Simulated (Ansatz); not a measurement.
Reaction (formal exchange of groups at the Sn–C bond): `[CH3][SnH2][CH]=O` + `C=CF` → `[CH3][SnH2]/[CH]=C\F` + `C=O`

Calculated with Ansatz (gas phase, PBE0-D4/def2-TZVP geometries, no zero-point term in ΔE). CBS: MP2 limit from def2 TZ/QZ plus the TZ coupled-cluster correction, frozen cores. This one scheme is used for every species. Functionals use def2-TZVPP. Elements past krypton have def2 core potentials. For Sn outer-core shells are correlated without core-valence functions, which leaves a few kJ/mol of doubt a bond. One conformer a species, not always the lowest.

```tsv
species	r2SCAN-D4 energy (Eh)
`[CH3][SnH2][CH]=O`	-369.35613
`C=CF`	-177.80964
`[CH3][SnH2]/[CH]=C\F`	-432.68340
`C=O`	-114.48650
```

Task: Work out ΔE.

Result: ΔE = (-432.68340) + (-114.48650) − (-369.35613) − (-177.80964) = -0.00413 Eh = -10.8 kJ/mol. CCSD(T)/CBS gives -20.1 kJ/mol.

Largest T1 diagnostic among the species: 0.015.

From PBE to PBE0 (25 % exact exchange), in def2-TZVPP and without D4, ΔE moves by −6.4 kJ/mol. The D4 term adds −4.3 kJ/mol with B3LYP and −2.5 kJ/mol with PBE0; it sums over pairs of atoms, weighted by their polarisabilities, and B3LYP, whose exchange is more repulsive, gets the larger term.

B3LYP here is the variant with VWN-RPA as its local correlation; programs differ in this.
